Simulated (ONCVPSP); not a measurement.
Transferability test, ONCV potential for arsenic (As)

arsenic (As), optimised norm-conserving Vanderbilt (ONCV), made with ONCVPSP 4.0.1 (PBE, scalar-relativistic). Core [Ar] 3d10, reference 4s1.5 4p3.5. Waves: 4s: rc 1.30 bohr, ncon 3, nbas 6, qcut 5.6 1/bohr, 3 projectors, debl 0.4 Ha; 4p: rc 2.10 bohr, ncon 4, nbas 8, qcut 4.6 1/bohr, 2 projectors, debl 2.8 Ha; d scattering state at 0.37 Ha: rc 1.95 bohr, ncon 4, nbas 7, qcut 4.9 1/bohr, 2 projectors, debl 2.1 Ha. Local part: polynomial inside 1.25 bohr (lpopt 3, dvloc0 1 Ha). Core correction: Teter function, parameters optimised by the program.

In the s channel the program set the typed energies aside and used -0.549, 0.250, 0.650 Ha.

Energies are relative to the spin-unpolarised reference configuration 4s1.5 4p3.5; without spin polarisation the order of configurations can differ from experiment.

Give the all-electron excitation energy and the error of the potential for: 4s2 4p3; 4s2 4p2; 4s2 4p1; 4s2 4p0.

| valence configuration | charge | ΔE all-electron (eV) | error AE − PS (meV) |
| --- | --- | --- | --- |
| 4s2 4p3 | 0 | -4.679 | +1.8 |
| 4s2 4p2 | +1 | 4.470 | +4.3 |
| 4s2 4p1 | +2 | 22.388 | -4.2 |
| 4s2 4p0 | +3 | 50.092 | -72 |

Note: ghosts flagged at negative energy: s at -205.7 eV; GHOST(+) flagged for s at 45.8 eV. A true bound ghost makes a file unfit for plane-wave use.
